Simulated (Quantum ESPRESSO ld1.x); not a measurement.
Results of a calculation; reference values are marked as such.
Question: These are the eigenvalues of the occupied orbitals of an atom or ion with whole-number occupations (eV). Code: ld1.x of Quantum ESPRESSO 7.5. Model: Dirac Kohn-Sham, rPW86 exchange with PBE correlation, spin-unpolarised, spherical densities, point nucleus.

1s1/2: -9551.44
2s1/2: -1176.69
2p1/2: -1038.34
2p3/2: -1014.40
3s1/2: -145.979
3p1/2: -101.891
3p3/2: -98.7745
3d3/2: -25.6008
3d5/2: -25.2118
4s1/2: -14.5324
4f5/2: -0.4498

Which element is it, and in what charge state? The configuration may be excited. Open shells, if any, fill j = l - 1/2 first.

Answer: Z = 30, zinc, charge 0: Zn in [Ne] 3s2 3p5 3d10 4s2 4f1. The list shows which subshells hold electrons but not how many an open one holds; the 1s level, -351.01 hartree, gives Z - s = 26.5 by -(Z - s)^2/2, which with screening and relativity narrows Z to a few neighbours, and the depths of the outer levels then fix element, charge and occupations together.
